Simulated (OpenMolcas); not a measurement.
V2+ (d3) on a cation site of an ionic host was computed by CASSCF with the d shell active (OpenMolcas, ANO-RCC-VTZP on the metal). Its lowest spin-free states, and all those of the highest spin:

```tsv
2S+1	Degeneracy	E (cm-1)
4	1	0.0
4	3	12520
2	2	16737
2	3	17552
4	3	20057
2	3	23730
2	1	26571
2	3	29739
2	3	30234
2	2	31985
4	3	32103
2	3	36101
```

Problem. Is the site octahedral, tetrahedral or cube-like, axial, or of lower symmetry?

Solution. The states with 2S+1 = 4 have orbital degeneracies 1, 3, 3, 3. Threefold states need a cubic site. For d3 at this spin an octahedron puts the single A2 below the threefold T2 and a tetrahedron or cube puts the threefold T1 below the threefold T2, so the site is octahedral. The first gap at this spin, 12500 cm-1, is |10Dq| in ligand-field theory. The run had V2+ with its 6 nearest fluoride ions at 2.043 Å, on the Ga site of K2NaGaF6 (a = 8.246 Å, distance in the model lattice 1.938 Å). The rest of the host is ab initio model potentials to 7.6 Å, with orthogonalisation functions on the cations behind the ligands, and point charges beyond; the distance is set by hand and nothing relaxes, and no local charge compensation is placed. Ligand basis ANO-RCC-VDZP.

Without dynamic correlation the repulsion within the d shell is too large (B by tens of per cent), so at a given field states of lower spin stand too high. Ligand-to-metal charge-transfer states are missing. With no ligand orbital active B as a rule stays too high, so bands that hang on it stand too high and its fall with covalency is understated. With metal d orbitals alone and no dynamic correlation 10Dq can be off by a tenth to a fifth, either way, in oxide and fluoride hosts. No measured value stands beside these numbers; the geometry was set by hand and not optimised.
